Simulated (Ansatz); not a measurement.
An input meant for TaS₂⁺ (charge 1, singlet; atoms displaced at random, 0.08 Å in each coordinate; with a point charge).

```yaml
crystal:
  periodic: [false, false, false]
  atoms:
    - {symbol: Ta, position_ang: [-0.393209, 0.777368, -0.044845]}
    - {symbol: S, position_ang: [-1.396260, -1.287060, -0.076115]}
    - {symbol: S, position_ang: [1.761071, 0.502734, 0.231384]}
basis:
  gaussian: {orbitals: def2-TZVP, point_charges: [{charge: 2.00, position_ang: [5.159, 0.419, -0.397]}]}
total_charge: 1
hamiltonian: {xc: {name: r2SCANh}}
scf: {max_iter: 3}
output: {forces: true}
```

```sh
$ ansatz run in.yaml --threads 4 --pin off --events-out ev --progress --plain --max-ram 3916MiB
```

Shortened log:

```
Error: invalid value for `basis.gaussian`: such a run doesn't read scf.max_iter; remove what it names
```

In this input the input holds a key that doesn't belong there. The program refused the input.
